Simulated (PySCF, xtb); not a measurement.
SiBr₂, SMILES Br[Si]Br (connectivity only; charge and spin as stated), neutral, multiplicity 1.

Harmonic wavenumbers (cm⁻¹) from GFN2-xTB (xtb 6.7.1) at its own minimum, in rising order: 115, 357, 365.

Task: What does PBE-D3(BJ)/def2-TZVP in PySCF give at its own minimum? (An estimate is asked for; the answer gives what the named calculation found.)

Result: 116, 388, 389. Paired by order, the mean absolute difference is 19 cm⁻¹ and the zero-point energies are 1.2 and 1.3 kcal/mol.
